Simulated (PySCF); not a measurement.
# Stretching HgBi

Set-up: PySCF, scalar-relativistic core potentials, basis sets Hg def2-SVPD with ECP60, Bi def2-SVPD with ECP60. Energies in eV from Hg + Bi in their ground configurations at the same level. All curves are PBE0. state 1: ⁴Σ⁻ (quartet), unpaired electrons σ ↑, π ↑↑; state 2: Ms = 0.5 determinant of mixed spin (⟨S²⟩ near 1.8), unpaired electrons σ ↓, π ↑↑, a second solution, started from another occupation; state 3: Ms = 0.5 determinant of mixed spin (⟨S²⟩ near 1.8), unpaired electrons σ ↑, π ↑↓, a mixture of terms (⟨Lz²⟩ = 2.0), a second solution, started from another occupation; state 4: doublet, unpaired electrons π ↑, a second solution, started from another occupation.

| R (Å) | state 1 | state 2 | state 3 | state 4 |
| --- | --- | --- | --- | --- |
| 2.975 | 0.0222 | 0.4953 | 0.5891 | 0.8740 |
| 3.113 | -0.0366 | 0.4732 | 0.5506 | 0.9618 |
| 3.252 | -0.0629 | 0.4801 | 0.5422 | 1.0602 |
| 3.355 | -0.0704 | 0.4942 | 0.5461 | 1.1325 |
| 3.459 | -0.0719 | 0.5115 | 0.5543 | 1.2002 |
| 3.563 | -0.0697 | 0.5294 | 0.5645 | 1.2614 |
| 3.701 | -0.0640 | 0.5520 | 0.5789 | 1.3321 |
| 3.874 | -0.0549 | 0.5764 | 0.5958 | 1.4033 |
| 4.082 | -0.0441 | 0.5995 | 0.6129 | 1.4663 |
| 4.358 | -0.0318 | 0.6217 | 0.6304 | 1.5212 |

Q: Put a parabola through the three lowest points of the state 1 curve and estimate Re, k and ωe (reduced mass 102.7 u; 1 eV/Å² = 0.16022 mdyn/Å; ωe = 1302.8·√(k/μ) cm⁻¹).

A: Through R = 3.355, 3.459, 3.563 Å the second-order coefficient is 0.171 eV/Å², so Re ≈ 3.449 Å, k ≈ 0.0548 mdyn/Å and ωe ≈ 30 cm⁻¹. A polynomial fit of higher order to the unrounded PBE0 energies gives Re = 3.441 Å, k = 0.0576 mdyn/Å, ωe = 30.9 cm⁻¹; anharmonicity and rounding make the difference.

The higher-order fit for each curve: state 1: Re = 3.441 Å, ωe = 30.9 cm⁻¹, De = 0.072 eV; state 2: Re = 3.134 Å, ωe = 58.7 cm⁻¹, minimum 0.473 eV above the ground-state fragments; state 3: Re = 3.244 Å, ωe = 45.1 cm⁻¹, minimum 0.54 eV above the ground-state fragments. State 4 gave no clean fit.

The bond is weak. Basis-set superposition, not corrected here, can be much of De in a small basis, most of all at correlated wavefunction levels. Functionals without a dispersion term scatter widely for such bonds, and LDA overbinds them. These are scalar-relativistic numbers at best; spin–orbit coupling would shift them, the dissociation energy most. The state was picked by a PBE0 search and need not be the measured ground state.
